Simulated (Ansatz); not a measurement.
Program: Ansatz. Geometries: PBE0-D4/def2-TZVP. ΔE: electronic, gas phase. CCSD(T)/CBS is the MP2 limit (def2-TZVPP, def2-QZVPP) plus CCSD(T) − MP2 in def2-TZVPP, frozen cores. This one scheme is used for every species. DFT in def2-TZVPP. Each species was taken in one conformer, which may not be the lowest.

Consider the ligand exchange at the Si–C bond: `N=C[Si](N)(O)F` + HCl → `N[Si](O)(F)Cl` + `C=N`.

CCSD(T)/CBS gives -102.1 kJ/mol.

Problem. Another level gave -96.4 kJ/mol. Which?
A. CAM-B3LYP/def2-TZVPP
B. PBE-D4/def2-TZVPP
C. HF/def2-TZVPP
D. B97M-V/def2-TZVPP

Solution. B. PBE-D4 -96.4, CAM-B3LYP -101.9, B97M-V -108.8, HF/def2-TZVPP -117.0 kJ/mol.

Largest T1 diagnostic among the species: 0.012.

From BLYP to BHLYP (50 % exact exchange), in def2-TZVPP and without D4, ΔE moves by −8.0 kJ/mol. Leaving LDA and LC-ωPBE aside and taking each functional with its dispersion term where it has one, the values spread over 12.4 kJ/mol, from B97M-V to PBE-D4. LDA lies +8.8 kJ/mol from PBE without D4.

CCSD(T)/CBS has its own doubt, a few kJ/mol and more with outer-core shells, so smaller differences from it don't rank the levels.
